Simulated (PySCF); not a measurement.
Cartesian coordinates in Å; atom numbers follow the order of the lines, from 1:
```xyz
29

Si    0.053    0.029    0.365
C    -0.036   -0.180    2.192
C     0.852   -1.296    2.736
H    -1.099   -0.362    2.423
H     0.228    0.793    2.637
H     0.741   -1.396    3.827
H     0.599   -2.268    2.286
H     1.917   -1.104    2.532
O     1.619    0.223   -0.248
C     2.392    1.250    0.149
C     3.700    1.287   -0.576
O     2.037    2.030    0.994
H     4.308    2.122   -0.211
H     3.514    1.394   -1.655
H     4.229    0.334   -0.434
O    -0.793    1.355   -0.241
C    -2.136    1.325   -0.292
C    -2.700    2.450   -1.095
O    -2.770    0.454    0.247
H    -3.790    2.481   -0.990
H    -2.429    2.279   -2.149
H    -2.246    3.403   -0.789
O    -0.441   -1.418   -0.336
C    -0.924   -1.581   -1.584
C    -1.402   -2.981   -1.814
O    -0.967   -0.689   -2.387
H    -1.705   -3.107   -2.859
H    -2.257   -3.175   -1.148
H    -0.613   -3.698   -1.549
```

Geometry: PBE0-D3(BJ)/def2-SVP; GIAO absolute shieldings from PySCF 2.14.0 with density-fitted response routines, gas phase, non-relativistic, averaged over equivalent atoms.

At PBE0/pcSseg-1 (332 basis functions):
| atoms | σ (ppm) |
| --- | --- |
| Si1 | 382.8 |
| C10/C17/C24 | 8.6 |
| C11/C18/C25 | 161.5 |
| C2 | 176.7 |
| C3 | 178.0 |
| H13/H14/H15/H20/H21/H22/H27/H28/H29 | 29.22 |
| H4/H5 | 30.05 |
| H6/H7/H8 | 30.27 |
| O12/O19/O26 | -135.4 |
| O9/O16/O23 | 106.0 |

What do these become at KT2/pcSseg-1?

## Answers


```
                              atoms  σ at KT2/pcSseg-1  change
                                Si1              390.6    +7.8
                        C10/C17/C24               18.9   +10.3
                        C11/C18/C25              161.8    +0.3
                                 C2              172.4    -4.3
                                 C3              175.9    -2.1
H13/H14/H15/H20/H21/H22/H27/H28/H29              29.18   -0.04
                              H4/H5              29.86   -0.19
                           H6/H7/H8              30.16   -0.11
                        O12/O19/O26             -111.8   +23.6
                         O9/O16/O23               97.4    -8.6
```

The largest change is at O12/O19/O26 (oxygen bonded to C). Cost: 332 basis functions. The order of the carbon signals is the same at both levels.

The averaged O atoms aren't alike in the static structure (σ from 97 to 115 ppm); the average presumes fast exchange among these sites.
